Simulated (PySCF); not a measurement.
Assignment exercise: C₈H₄O₃

Molfile (atoms numbered from 1):
```
C8H4O3
     RDKit          3D

 15 16  0  0  0  0  0  0  0  0999 V2000
   -1.8253   -2.6888   -0.0944 O   0  0  0  0  0  0  0  0  0  0  0  0
   -1.6086   -1.5184   -0.0548 C   0  0  0  0  0  0  0  0  0  0  0  0
   -2.6131   -0.5741   -0.0236 O   0  0  0  0  0  0  0  0  0  0  0  0
   -2.0992    0.7047    0.0203 C   0  0  0  0  0  0  0  0  0  0  0  0
   -2.7882    1.6756    0.0537 O   0  0  0  0  0  0  0  0  0  0  0  0
   -0.6245    0.5780    0.0167 C   0  0  0  0  0  0  0  0  0  0  0  0
    0.3725    1.5334    0.0502 C   0  0  0  0  0  0  0  0  0  0  0  0
    1.6871    1.0818    0.0371 C   0  0  0  0  0  0  0  0  0  0  0  0
    1.9862   -0.2739   -0.0083 C   0  0  0  0  0  0  0  0  0  0  0  0
    0.9819   -1.2342   -0.0425 C   0  0  0  0  0  0  0  0  0  0  0  0
   -0.3240   -0.7841   -0.0290 C   0  0  0  0  0  0  0  0  0  0  0  0
    0.1333    2.5844    0.0853 H   0  0  0  0  0  0  0  0  0  0  0  0
    2.4928    1.7997    0.0625 H   0  0  0  0  0  0  0  0  0  0  0  0
    3.0193   -0.5875   -0.0171 H   0  0  0  0  0  0  0  0  0  0  0  0
    1.2056   -2.2886   -0.0780 H   0  0  0  0  0  0  0  0  0  0  0  0
  1  2  2  0
  2  3  1  0
  3  4  1  0
  4  5  2  0
  4  6  1  0
  6  7  2  0
  7  8  1  0
  8  9  2  0
  9 10  1  0
 10 11  2  0
 11  2  1  0
 11  6  1  0
  7 12  1  0
  8 13  1  0
  9 14  1  0
 10 15  1  0
M  END
```

Computed data (PySCF 2.14.0 with density-fitted response routines): coordinates at the GFN2-xTB level, shieldings: GIAO PBE0/pcSseg-1. Single conformer, non-relativistic Hamiltonian, no solvent, rapidly exchanging positions averaged.

Referencing at the same level of theory: ¹³C, ¹H against TMS.

(1) Assign these signals to the numbered atoms. ¹³C{¹H} NMR (computed): δ 169.3 (C), 140.4 (CH), 138.0 (C), 132.0 (CH).

(2) Assign these signals to the numbered atoms. ¹H NMR (400 MHz, computed): δ 8.35 (d, 2H), 8.11 (m, 2H).

Answers

(1) 
169.3 → C2/C4, anhydride carbonyl carbon: it is a carbonyl in resonance with an O or N lone pair, the region of acids, esters and amides
140.4 → C8/C9, aromatic CH
138.0 → C6/C11, substituted aromatic carbon
132.0 → C7/C10, aromatic CH: the aromatic region

(2) 
| δ (ppm) | atoms | environment | reason |
| --- | --- | --- | --- |
| 8.35 | H12/H15 | hydrogen on an aromatic CH | ring current plus the deshielding of an ortho carbonyl group |
| 8.11 | H13/H14 | hydrogen on an aromatic CH | – |

Shifts are as computed. Against solution values, carbons near 30 ppm lie about +3 ppm off and those near 130 ppm about +5 ppm. Of 1211 compounds with measured shifts, 218 miss one by over three times the rms of a fit or turn the order of signals round; such compounds aren't used in these exercises. Multiplicities follow the n + 1 count of equivalent neighbours, as no J values were calculated; m marks all less simple cases, F and P coupling included.
